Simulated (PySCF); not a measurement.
## I: excitation energy

I [Kr] 4d10 5s2 5p5 (2P) → I [Kr] 4d10 5s1 5p6 (2S), as a difference of total energies. Calculation: PySCF 2.14, in ANO-RCC-VTZP (7s6p4d2f1g, 68 functions); scalar relativity by spin-free X2C-1e. Correlated levels: valence and next inner shell: [Ar] 3d10 frozen. The calculations carry no spin-orbit coupling.

| method | excitation energy (eV) |
| --- | --- |
| UHF | 12.720 |
| MP2 (valence and next inner shell) | 10.599 |
| SCS-MP2 (valence and next inner shell) | 10.465 |
| CCSD (valence and next inner shell) | 10.451 |
| CCSD(T) (valence and next inner shell) | 9.776 |

Problem. How much does correlation contribute at CCSD(T) (valence and next inner shell)?

Solution. 9.776 − (12.720) = -2.944 eV, measured against UHF.

A first-order spin-orbit estimate (lowest level to lowest level, LS coupling) adds 0.298 eV.

The upper state lies above the first ionisation limit, where it may autoionise and the basis confines it.

The coupled-cluster amplitudes are large for the upper state (T1 above 0.03 or a double amplitude above 0.15), so a single reference is strained.
